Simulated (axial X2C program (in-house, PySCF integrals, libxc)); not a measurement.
# MoN⁻: properties at the nuclei

Calculated with an in-house all-electron X2C program for linear molecules (integrals from PySCF): two-component X2C with atomic mean-field Coulomb and Gaunt terms, Gaussian nuclei, basis Mo dyall-acv3z, N dyall-av3z with contracted cores.

R = 1.592 Å (near the PBE0 minimum at charge -1 of the determinant lowest at the starting distance; the state shown can have its own minimum elsewhere).

Input and command:
```json
{"zs": [42, 7], "q": -1, "bas": ["dyall-acv3z", "dyall-av3z"], "r0": 1.81, "levels": ["PBE0", "HF", "B3LYP", "LDA", "TPSSh"], "nst": 3}
```
```bash
python soeom.py task.json out
```

Keys: zs atomic numbers; q charge; bas basis sets; r0 starting distance in Å; levels methods; nst determinants followed.

Determinant lowest in the PBE0 search, Ω = 1 (⟨Sz⟩ = 1.00, ⟨Lz⟩ = 0.00 at PBE0), spin on the atoms Mo 1.15, N -0.15:

```tsv
level	Eeff magnitude (GV/cm)	Ws magnitude Mo (kHz)	A∥/gI Mo (MHz)	qzz Mo (a.u.)	A∥/gI N (MHz)	qzz N (a.u.)
PBE0	0.034	0.0338	303	-0.30	0.421	-0.48
HF	0.237	0.0318	31.8	0.90	-71.5	-0.51
B3LYP	0.181	0.0734	96.6	-0.40	-1.79	-0.47
LDA	0.177	0.0776	126	-0.67	0.69	-0.48
TPSSh	0.157	0.0746	288	-0.50	1.92	-0.47
```

Determinant 0.56 eV from it at PBE0 and this distance, Ω = 3 (⟨Sz⟩ = 2.00, ⟨Lz⟩ = 1.00 at PBE0), spin on the atoms Mo 2.12, N -0.12:

| level | Eeff magnitude (GV/cm) | Ws magnitude Mo (kHz) | A∥/gI Mo (MHz) | qzz Mo (a.u.) | A∥/gI N (MHz) | qzz N (a.u.) |
| --- | --- | --- | --- | --- | --- | --- |
| PBE0 | 3.02 | 0.521 | 531 | 0.42 | 8.02 | -0.41 |
| HF | 5.67 | 0.926 | 195 | 1.08 | -18.3 | -0.47 |
| B3LYP | 2.83 | 0.494 | 586 | 0.23 | 9.52 | -0.41 |
| LDA | 2.55 | 0.477 | 672 | 0.22 | 9.23 | -0.40 |
| TPSSh | 2.92 | 0.511 | 549 | 0.16 | 9.26 | -0.40 |

Eeff is the effective electric field on the electron electric dipole moment in this Ω state and Ws the scalar–pseudoscalar constant of the nucleus named (defined with the proton number Z and per Ω); A∥ (defined per Ω) follows by multiplying with gI = μI/(I μN); qzz is the electric field gradient, eQq0 = 234.96 MHz × Q/barn × qzz. The operators were transformed with the bare-nucleus X2C matrices; with these basis sets, hyperfine constants and field gradients can be off by tens of per cent, and where levels differ in sign neither size nor sign is settled.

Q: With Q(14N) = 0.02044 barn (Q from Pyykkö, Mol. Phys. 2018), turn the PBE0 values of the first state into constants in MHz.

A: eQq0(14N) = 234.96 × (0.02044) × (-0.48) = -2.31 MHz.

Each state is one determinant with collinear spin, which with several unpaired electrons need not be a pure state. Unrestricted Hartree–Fock can overshoot spin polarisation at the nuclei. In the state Ω = 1 the sign of Eeff differs between levels (HF, B3LYP, LDA against PBE0). For an anion, determinants above electron detachment, or with a positive highest level, are held by the basis set. With several open shells hyperfine constants can be off by a factor of several. Where Eeff spreads by more than a factor of two the levels disagree and none is to be relied on. Open-shell Ω = 0 determinants with evenly filled partner blocks cannot be reached by this program, so the Ω shown need not be the lowest component. The search compared states at one distance, so a state with another bond length can lie lower. The sign of Ws at Mo differs between levels in the first state. Further determinants of the search, some of them spin-mixed, are not shown. Where a field gradient or hyperfine factor spreads by more than a factor of two over the levels, a constant derived from it is not to be relied on. PBE0 term energies can be off by some tenths of an eV.
